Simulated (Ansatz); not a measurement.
Ansatz (a program for electronic structure) input for B(Cl)(OMe)(NH2) (CH5BClNO), SMILES COB(N)Cl, PBE-D3(BJ)/def2-SVP. 

Ansatz 0.2 input:
```yaml
crystal:
  periodic: [false, false, false]
  atoms:
    - {symbol: B, position_ang: [0.19191677, 0.07205647, -0.00000000]}
    - {symbol: Cl, position_ang: [-0.38556773, 1.76621830, 0.00000000]}
    - {symbol: O, position_ang: [-0.76085205, -0.89555678, -0.00000000]}
    - {symbol: C, position_ang: [-0.42458414, -2.26273028, -0.00000000]}
    - {symbol: H, position_ang: [0.15931596, -2.54062139, 0.89701114]}
    - {symbol: H, position_ang: [-1.35409962, -2.85014314, -0.00000000]}
    - {symbol: H, position_ang: [0.15931596, -2.54062140, -0.89701113]}
    - {symbol: N, position_ang: [1.57567190, -0.17144983, -0.00000000]}
    - {symbol: H, position_ang: [2.24932816, 0.58271039, -0.00000000]}
    - {symbol: H, position_ang: [1.98582502, -1.09633314, -0.00000000]}
basis:
  gaussian:
    orbitals: def2-SVP
hamiltonian:
  xc: pbe
  dispersion: d3bj
relax: {f_tol: 0.002, max_steps: 200}
```

Program output:

```
WARN ansatz: RAYON_NUM_THREADS=1 ignored (pool sized by the plan → 1); use --threads N
Functional definition: PBE
integrals: 0.04 GiB planned
1112 factors; their error is unknown
mean field: 0.25 GiB planned
mean field evaluation 1: about -17827.5828 eV, gradient 7.2e1 eV
mean field evaluation 2: about -17804.8542 eV, gradient 1.2e2 eV
mean field evaluation 4: about -17838.3710 eV, gradient 6.3e0 eV
mean field evaluation 8: about -17838.4557 eV, gradient 2.6e-1 eV
mean field evaluation 16: about -17838.4074 eV, gradient 1.5e-4 eV
mean field -17838.40741382 eV, -655.5493811512 hartree, gradient 3.8e-5 eV, S^2 0.000000; 0 other end points of the search recorded, 0 dependent functions left out
the calculation of the forces begins
reference -17838.40744606 eV, -655.5493823357 hartree; 24, 24 occupied and 75, 75 virtual orbitals, 1112 factors
relax step   1: F+E_penalty+E_count = -17838.59806204 eV  Δ(F+E_penalty+E_count) = +0.000e0 eV  max|allowed force component| = 3.919e-1 eV/Å  Δτ_max = 0.0000 Å  (29 SCF iters, accepted)
these checks for a lower state are left out or cut short: starts, cluster_reference, orbital_swaps, neighbouring_geometries, increment
integrals: 0.04 GiB planned
1112 factors; their error is unknown
mean field: 0.25 GiB planned
mean field -17838.41616549 eV, -655.5497027689 hartree, gradient 2.1e-5 eV, S^2 0.000000; 0 other end points of the search recorded, 0 dependent functions left out
the calculation of the forces begins
reference -17838.41619778 eV, -655.5497039557 hartree; 24, 24 occupied and 75, 75 virtual orbitals, 1112 factors
relax step   2: F+E_penalty+E_count = -17838.60640179 eV  Δ(F+E_penalty+E_count) = -8.340e-3 eV  max|allowed force component| = 1.883e-1 eV/Å  Δτ_max = 0.0088 Å  (31 SCF iters, accepted)
these checks for a lower state are left out or cut short: starts, cluster_reference, orbital_swaps, neighbouring_geometries, increment
integrals: 0.04 GiB planned
1112 factors; their error is unknown
mean field: 0.25 GiB planned
mean field evaluation 32: about -17838.4174 eV, gradient 7.5e-4 eV
mean field -17838.41741962 eV, -655.5497488576 hartree, gradient 2.1e-5 eV, S^2 0.000000; 0 other end points of the search recorded, 0 dependent functions left out
the calculation of the forces begins
reference -17838.41745194 eV, -655.5497500450 hartree; 24, 24 occupied and 75, 75 virtual orbitals, 1112 factors
relax step   3: F+E_penalty+E_count = -17838.60756104 eV  Δ(F+E_penalty+E_count) = -1.159e-3 eV  max|allowed force component| = 3.601e-2 eV/Å  Δτ_max = 0.0063 Å  (30 SCF iters, accepted)
these checks for a lower state are left out or cut short: starts, cluster_reference, orbital_swaps, neighbouring_geometries, increment
integrals: 0.04 GiB planned
1112 factors; their error is unknown
mean field: 0.25 GiB planned
mean field -17838.41740238 eV, -655.5497482238 hartree, gradient 2.2e-5 eV, S^2 0.000000; 0 other end points of the search recorded, 0 dependent functions left out
the calculation of the forces begins
reference -17838.41743469 eV, -655.5497494112 hartree; 24, 24 occupied and 75, 75 virtual orbitals, 1112 factors
relax step   4: F+E_penalty+E_count = -17838.60763239 eV  Δ(F+E_penalty+E_count) = -7.135e-5 eV  max|allowed force component| = 1.086e-2 eV/Å  Δτ_max = 0.0033 Å  (24 SCF iters, accepted)
these checks for a lower state are left out or cut short: starts, cluster_reference, orbital_swaps, neighbouring_geometries, increment
integrals: 0.04 GiB planned
1112 factors; their error is unknown
mean field: 0.25 GiB planned
mean field -17838.41733225 eV, -655.5497456466 hartree, gradient 1.6e-5 eV, S^2 0.000000; 0 other end points of the search recorded, 0 dependent functions left out
the calculation of the forces begins
reference -17838.41736456 eV, -655.5497468341 hartree; 24, 24 occupied and 75, 75 virtual orbitals, 1112 factors
relax step   5: F+E_penalty+E_count = -17838.60765481 eV  Δ(F+E_penalty+E_count) = -2.242e-5 eV  max|allowed force component| = 5.776e-3 eV/Å  Δτ_max = 0.0026 Å  (24 SCF iters, accepted)
these checks for a lower state are left out or cut short: starts, cluster_reference, orbital_swaps, neighbouring_geometries, increment
integrals: 0.04 GiB planned
1112 factors; their error is unknown
mean field: 0.25 GiB planned
mean field -17838.41732159 eV, -655.5497452549 hartree, gradient 4.9e-5 eV, S^2 0.000000; 0 other end points of the search recorded, 0 dependent functions left out
the calculation of the forces begins
reference -17838.41735390 eV, -655.5497464422 hartree; 24, 24 occupied and 75, 75 virtual orbitals, 1112 factors
relax step   6: F+E_penalty+E_count = -17838.60765571 eV  Δ(F+E_penalty+E_count) = -8.965e-7 eV  max|allowed force component| = 6.157e-4 eV/Å  Δτ_max = 0.0004 Å  (19 SCF iters, accepted)
integrals: 0.04 GiB planned
1112 factors; their error is unknown
mean field: 0.25 GiB planned
mean field evaluation 64: about -17838.4659 eV, gradient 2.7e-1 eV
mean field -17838.41732159 eV, -655.5497452549 hartree, gradient 4.9e-5 eV, S^2 0.000000; 1 other end points of the search recorded, 0 dependent functions left out
the calculation of the forces begins
reference -17838.41735390 eV, -655.5497464422 hartree; 24, 24 occupied and 75, 75 virtual orbitals, 1112 factors
Total energy: -17838.60768802 eV, -655.5567410921 hartree
Atom 0 at     0.187779     0.077835     0.000000 Å, force     0.000616     0.000192     0.000000 eV/Å
Atom 1 at    -0.386579     1.772492    -0.000000 Å, force     0.000132    -0.000116     0.000000 eV/Å
Atom 2 at    -0.777887    -0.891822     0.000000 Å, force    -0.000009     0.000466    -0.000000 eV/Å
Atom 3 at    -0.424781    -2.259384    -0.000000 Å, force    -0.000532    -0.000378    -0.000000 eV/Å
Atom 4 at     0.166218    -2.537055     0.903182 Å, force    -0.000060    -0.000135     0.000330 eV/Å
Atom 5 at    -1.354049    -2.862411     0.000000 Å, force     0.000482    -0.000275     0.000000 eV/Å
Atom 6 at     0.166218    -2.537055    -0.903182 Å, force    -0.000060    -0.000135    -0.000330 eV/Å
Atom 7 at     1.576666    -0.173801     0.000000 Å, force    -0.000395     0.000325     0.000000 eV/Å
Atom 8 at     2.258391     0.582202     0.000000 Å, force     0.000044    -0.000269     0.000000 eV/Å
Atom 9 at     1.984295    -1.107470     0.000000 Å, force    -0.000217     0.000324    -0.000000 eV/Å
Dipole moment:     0.551398    -0.546011    -0.000000 e Å
```

The run converged.

Cost: around 18 core-seconds (rough).
